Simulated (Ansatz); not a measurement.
`[F][Al]([SH])[Cl]` + H₂Se → `[F][Al]([Cl])[SeH]` + H₂S at 500 K and 1 bar (ligand exchange at the Al–S bond).

Isolated molecules relaxed with PBE0-D4/def2-TZVP in Ansatz; ΔE leaves out vibrations. CCSD(T)/CBS adds triple-zeta CCSD(T) − MP2 to the extrapolated MP2 energy (def2 sets, frozen cores). This one scheme is used for every species. For Se outer-core shells are correlated without core-valence functions, which leaves a few kJ/mol of doubt a bond. Scalar relativity is left out up to krypton. One conformer a species, not always the lowest.

```json
{"species": "`[F][Al]([SH])[Cl]`", "CCSD(T)/CBS energy (Eh)": "-1200.16071", "H − E (kJ/mol)": "71.4", "S (J/(mol·K))": "371.1"}
{"species": "H₂Se", "CCSD(T)/CBS energy (Eh)": "-2401.89790", "H − E (kJ/mol)": "53.1", "S (J/(mol·K))": "237.8"}
{"species": "`[F][Al]([Cl])[SeH]`", "CCSD(T)/CBS energy (Eh)": "-3203.08897", "H − E (kJ/mol)": "69.1", "S (J/(mol·K))": "385.9"}
{"species": "H₂S", "CCSD(T)/CBS energy (Eh)": "-398.97279", "H − E (kJ/mol)": "57.0", "S (J/(mol·K))": "224.0"}
```

H − E and S are ideal-gas, rigid-rotor, harmonic terms from PBE0-D4/def2-TZVP, for one conformer and one mirror image of each species. 1 Eh = 2625.50 kJ/mol, R = 8.31446 J/(mol·K).

Q: By hand: ΔE, ΔH, ΔS and ΔG.

A: ΔE = (-3203.08897) + (-398.97279) − (-1200.16071) − (-2401.89790) = -0.00315 Eh = -8.3 kJ/mol. Δ(H − E) = 69.1 + 57.0 − 71.4 − 53.1 = 1.6, so ΔH = -6.7 kJ/mol. ΔS = 385.9 + 224.0 − 371.1 − 237.8 = 1.0 J/(mol·K). ΔG = -6.7 − 500 × (1.0)/1000 = -7.2 kJ/mol.

Q: By hand: the equilibrium constant, and the temperature at which ΔG would vanish if ΔH and ΔS stayed fixed.

A: log₁₀ K = −ΔG/(RT ln 10) = 0.8. ΔH and −TΔS have one sign here, so there is no such temperature.

The number of gas molecules stays the same, so ΔS is small and ΔH decides. A doubt of 5 kJ/mol in ΔE shifts log₁₀ K by 0.5 here. Other conformers and mirror images would add mixing entropy, several J/(mol·K) or more a flexible species. These are equilibria of isolated gas molecules and say nothing of rates. Largest T1 diagnostic: 0.011 (customary marks: 0.02 for closed shells, 0.045 for open ones).

ΔS is within the doubt of such terms, so its sign, and with it that verdict, could turn.
